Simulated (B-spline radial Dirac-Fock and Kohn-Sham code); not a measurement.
**K-line shifts caused by a second vacancy in Re⁺**

System: Re⁺ in the configuration 1s2 2s2 2p6 3s2 3p6 3d10 4s2 4p6 4d10 4f14 5s2 5p6 5d5 6s1, inside a Watson sphere of charge -1 and radius 3 Å (a model of the Madelung potential; inside it an electron's potential energy is raised by 4.8 eV).

Level of theory: multi-electron Dirac-Fock with separately optimised hole states, Breit and Lamb-shift corrections added in first order; an atomic code on a B-spline grid. Each two-hole energy is an average over J within one jj subconfiguration, not an observable level; in light atoms, where LS coupling holds, the j-resolved values are not observed lines, and for a K spectator the Kα1 hypersatellite is nearly forbidden. The model has no electron correlation.

Lines without a spectator: Kα2 (K-L2) 59713.2 eV, Kα1 (K-L3) 61136.7 eV, Kβ3 (K-M2) 68987.2 eV, Kβ1 (K-M3) 69300.1 eV. Shifts in eV with one spectator hole (a dash: not computed, or left out as unreliable):

```tsv
spectator hole	Kα2	Kα1	Kβ3	Kβ1
K (1s)	+1001.4	+1079.4	+1297.0	+1315.1
L2 (2p1/2)	+128.4	+173.6	–	+328.5
L3 (2p3/2)	+95.7	+105.5	+245.1	–
M2 (3p1/2)	–	+27.56	+52.6	+62.4
M3 (3p3/2)	+14.78	–	+44.2	+44.8
M4 (3d3/2)	+4.95	+1.57	–	–
M5 (3d5/2)	-0.52	+3.61	–	–
```
